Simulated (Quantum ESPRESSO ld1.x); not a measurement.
Values are calculated unless marked as measured or tabulated.
Question: Radial electron density D(r) = 4 pi r^2 rho(r) of an atom or ion with 35 electrons. Level of theory: Dirac Kohn-Sham, PBE, spin-unpolarised, spherical densities, point nucleus (ld1.x of Quantum ESPRESSO 7.5).

```
   r/bohr * D(r) (the largest magnitude, 53.7, reaches the edge; | marks zero)
 0.003899 |     *
 0.005243 |         *
 0.007105 |              *
  0.00963 |                      *
  0.01295 |                              *
  0.01755 |                                       *
  0.02359 |                                             *
  0.03197 |                                              *
  0.04333 |                                          *
  0.05826 |                                      *
  0.07895 |                                           *
   0.1061 |                                                     *
   0.1439 |                                                      *
    0.195 |                                        *
   0.2621 |                               *
   0.3553 |                                     *
   0.4815 |                                     *
   0.6473 |                     *
   0.8773 |        *
    1.179 |     *
    1.599 |    *
    2.166 | *
    2.913 *
    3.947 *
     5.35 *
    7.193 *
    9.748 *
    13.11 *
```

What is the nuclear charge?

Answer: Z = 37. The innermost maximum, from 1s, lies near gamma/Z bohr with gamma = sqrt(1 - (Z/c)^2) = 0.963, here 0.026 bohr (found: 0.0284), and its height grows with Z. The density is that of the rubidium ion Rb2+ in [Ar] 3d10 4s1 4p5 4f1; the configuration itself is not fixed sharply by these data, and Z only to a few units. D(r) has 4 maxima, at r = 0.0284, 0.126, 0.414, 4.86 bohr, and minima at 0.0583, 0.264, 3.95 bohr, inside which lie 2.07, 11.08, 34.24 electrons.
